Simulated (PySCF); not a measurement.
FGeH₅SSi, SMILES F[SiH2][S][GeH3].

Geometry: ωB97X-D3(BJ)/def2-SVP. The structure was generated by enumeration, and PubChem lists no compound with its InChIKey, so it may never have been made. One conformer was computed; it need not be the lowest.

These are ωB97X-D3(BJ)/def2-SVP (PySCF) values and carry that method's errors.

Frequencies are harmonic and unscaled.

```tsv
mode	ν (cm⁻¹)	IR (km/mol)	moving atoms (share of kinetic energy)
1	57	3.6	F 55 %, Ge 16 %, S 12 %, H 11 %
2	116	0.7	H 47 %, Si 21 %, Ge 14 %, S 11 %
3	124	0.4	H 66 %, Si 12 %, F 12 %
4	258	8.4	F 44 %, Si 24 %, S 22 %
5	413	40.7	S 67 %, Ge 28 %
6	538	47.9	Si 40 %, S 30 %, H 28 %
7	591	44.7	H 86 %
8	597	45.9	H 81 %, S 9 %
9	648	38.0	H 75 %, Si 13 %, S 8 %
10	740	21.0	H 92 %
11	856	248.0	H 87 %
12	870	47.9	F 47 %, H 35 %, Si 18 %
13	894	38.6	H 98 %
14	903	32.1	H 99 %
15	939	293.3	H 74 %, Si 19 %
16	974	128.5	H 90 %, Si 9 %
17	2201	69.7	H 99 %
18	2218	108.3	H 99 %
19	2222	88.0	H 99 %
20	2294	100.4	H 97 %
21	2307	126.6	H 96 %
```
